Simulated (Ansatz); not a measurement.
`[SiH3]C1=C[SiH2]O1`, relaxed with RKS PBE-D4/def2-SVP in the Gaussian-basis code of Ansatz from a rough embedded geometry. The force threshold is 0.03 eV/Å; the program also tests the step.

Charge 0, multiplicity 1.

Start:

```xyz
11

Si   -1.281    1.143   -1.105
C    -0.189    0.040    0.018
C     1.129   -0.152   -0.070
Si    1.060   -1.311    1.384
O    -0.521   -0.686    1.074
H    -2.397    0.282   -1.754
H    -1.970    2.180   -0.291
H    -0.509    1.743   -2.170
H     1.944    0.162   -0.786
H     1.163   -2.705    1.085
H     1.572   -0.696    2.614
```

Task: How much energy does the relaxation release, and in how many steps? (Estimate.)

Result: The calculation gave: 18.77 kcal/mol, in 6 steps.

Task: Which bonds change most? (Best estimate.)

Result: The calculation gave: C2–O5 from 1.324 to 1.403 Å; Si4–H10 from 1.429 to 1.501 Å; Si1–H8 from 1.445 to 1.502 Å.

Task: Give the relaxed structure. (Estimate.)

Result: The calculation gave: 
```xyz
11

Si   -1.299    1.106   -1.087
C    -0.095    0.062   -0.059
C     1.255   -0.153   -0.154
Si    1.011   -1.230    1.332
O    -0.625   -0.652    1.026
H    -2.367    0.220   -1.667
H    -1.946    2.140   -0.210
H    -0.526    1.773   -2.189
H     1.965    0.253   -0.882
H     1.109   -2.724    1.215
H     1.517   -0.795    2.677
```
